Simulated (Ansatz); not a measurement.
Consider the isomerisation: `C=C=C(S)O[SiH3]` → `C=C1O[Si]1(C)S`.

Program: Ansatz. Geometries: PBE0-D4/def2-TZVP. ΔE: electronic, gas phase. CCSD(T)/CBS is the MP2 limit (def2-TZVPP, def2-QZVPP) plus CCSD(T) − MP2 in def2-TZVPP, frozen cores. Functionals use def2-TZVPP. B3LYP here is the variant with VWN-RPA as its local correlation; programs differ in this. One conformer a species, not always the lowest.

Is it downhill or uphill in electronic energy at CCSD(T)/CBS, and by how much? (Best estimate.)

Computed: Downhill: ΔE = -1.75 eV.

What do these levels give: PBE-D4, r2SCAN-D4, PBE0-D4, PBE, r2SCAN, PBE0, B3LYP, HF/def2-TZVPP, HF/def2-QZVPP, MP2/def2-QZVPP, HF/CBS(def2), MP2/CBS(def2)? (An estimate is asked.)

Ansatz gave: PBE-D4 -1.81, r2SCAN-D4 -1.85, PBE0-D4 -1.84, PBE -1.82, r2SCAN -1.85, PBE0 -1.85, B3LYP -1.58, HF/def2-TZVPP -1.40, HF/def2-QZVPP -1.39, MP2/def2-QZVPP -1.85, HF/CBS(def2) -1.39, MP2/CBS(def2) -1.87 eV.

Largest T1 diagnostic among the species: 0.014.

In def2-TZVPP, CCSD(T) changes the Hartree–Fock value by −0.30 eV (the triples alone add −0.02 eV) and MP2 by −0.43 eV.
